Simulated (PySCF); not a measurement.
## Static response to an electric field

Compound: C₄H₈FOP.
Geometry (PBE0-D3(BJ)/def2-SVP, Å), atoms numbered from 1 in this order:
```xyz
15
C4H8FOP angstrom
C      2.1079    0.1075    0.3512
O      1.1109   -0.8104    0.0096
C      0.5028   -0.5654   -1.2205
P     -0.5268    1.0169   -1.4110
C     -1.6262    0.8358   -0.1379
C     -1.7831   -0.1929    0.9183
F     -2.5552    1.7937   -0.0181
H      2.5340   -0.2060    1.3137
H      1.7064    1.1335    0.4554
H      2.9173    0.1297   -0.4044
H     -0.1393   -1.4324   -1.4418
H      1.2583   -0.5078   -2.0306
H     -0.9537   -0.9078    0.9195
H     -1.8211    0.3072    1.9005
H     -2.7468   -0.7144    0.7880
```

Level: CAM-B3LYP/def2-SVPD (PySCF), static field, nuclei fixed, core orbitals frozen in the response. The polarisability tensor in these axes (au):

```
x    92.78  -5.11 -11.22
y    -5.11  71.79  -3.62
z   -11.22  -3.62  83.81
```

Task: Diagonalise the tensor; give its mean and Δα, where Δα² is half the sum of the squared differences of the eigenvalues.

Result: Principal values 67.63, 80.19 and 100.56 au; mean 82.79 au = 12.27 Å³ = 13.65 × 10⁻⁴⁰ C²·m²/J; Δα = 28.78 au (35 % of the mean).

Task: What is the dipole moment, and where does it point?

Result: (1.23, -1.31, 0.70) D, 1.92 D in size, pointing from the negative to the positive side. Measured along this direction, the outermost atoms are F7 at the negative end and H8 at the positive end.

Task: Form Σ f/ω² (atomic units) for the 10 lowest TDDFT singlets, given as eV and f, and set it beside the mean polarisability, which is this sum over all singlets: 4.51, 0.0057; 5.07, 0.2334; 5.85, 0.0044; 6.17, 0.0008; 6.68, 0.0226; 6.91, 0.0771; 7.23, 0.0040; 7.38, 0.1653; 7.68, 0.0301; 7.79, 0.0177.

Result: They add up to 11.51 au, 13.9 % of the 82.79 au; the largest single term is 6.73 au, from the state at 5.07 eV. Terms in order: 0.21, 6.73, 0.09, 0.01, 0.38, 1.20, 0.06, 2.25, 0.38, 0.22 au. Higher excitations give the rest. The strengths listed sum to 0.561.

Task: In a dilute gas of rigid molecules at 298 K, how does the orientational term μ²/3kT compare with the electronic polarisability?

Result: In Gaussian units μ²/3kT = 29.95 Å³ against 12.27 Å³, a ratio of 2.44; the Debye molar polarisation (4π/3)N_A(α + μ²/3kT) is 106.5 cm³/mol, leaving out the vibrational part.

Task: Find the Langevin capture rate constant for H3+ (3.023 u) meeting this molecule (122.030 u), k = 2.342 × 10⁻⁹ cm³/s × √(α in Å³ / reduced mass in u).

Result: The reduced mass is 2.95 u, so k = 4.78 × 10⁻⁹ cm³/s. The formula leaves out the permanent dipole, which adds to the capture rate.

One conformer (not necessarily the lowest) at the PBE0-D3(BJ)/def2-SVP geometry, without solvent, vibrations or thermal averaging.

The run behind these numbers computed excited states and ΔSCF ions as well. On one thread, Arm Neoverse V2 (aarch64), no GPU (shared host), this took 2.8 min wall (grids of density and orbitals included) and 1.0 GiB of memory at its peak.
